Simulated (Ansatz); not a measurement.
`[CH3][Ga]([NH2])[NH2]` + `CO[SiH2][SeH]` → `C[O][Ga]([CH3])[NH2]` + `N[SiH2][SeH]`  (redistribution)

Isolated molecules relaxed with PBE0-D4/def2-TZVP in Ansatz; ΔE leaves out vibrations. CBS: MP2 limit from def2 TZ/QZ plus the TZ coupled-cluster correction, frozen cores. Functionals use def2-TZVPP. B3LYP here is the variant with VWN-RPA as its local correlation; programs differ in this. HSE06 is defined as in plane-wave codes. For Ga, Se outer-core shells are correlated without core-valence functions, which leaves a few kJ/mol of doubt a bond. Scalar relativity is left out up to krypton. One conformer a species, not always the lowest.

| level | ΔE (kJ/mol) | difference from CCSD(T)/CBS |
| --- | --- | --- |
| B3LYP-D4 | 11.5 | -5.5 |
| r2SCANh-D4 | 11.4 | -5.6 |
| HSE06-D4 | 10.7 | -6.3 |
| BHLYP-D4 | 14.8 | -2.2 |
| PBE-QIDH | 13.7 | -3.3 |
| BLYP | 9.5 | -7.5 |
| CAM-B3LYP | 14.7 | -2.3 |
| RPA@PBE/def2-TZVPP | 14.3 | -2.7 |
| CCSD/def2-TZVPP | 15.3 | -1.7 |
| CCSD(T)/def2-TZVPP | 14.0 | -3.0 |
| CCSD(T)/CBS | 17.0 | 0 |

Largest T1 diagnostic among the species: 0.013.

At CCSD(T), def2-SVP lies −13.3 kJ/mol from the extrapolated value and def2-TZVPP −3.0 kJ/mol. Leaving LDA and LC-ωPBE aside and taking each functional with its dispersion term where it has one, the values, not all of them listed here, spread over 8.5 kJ/mol, from revPBE-D4 to BHLYP-D4.
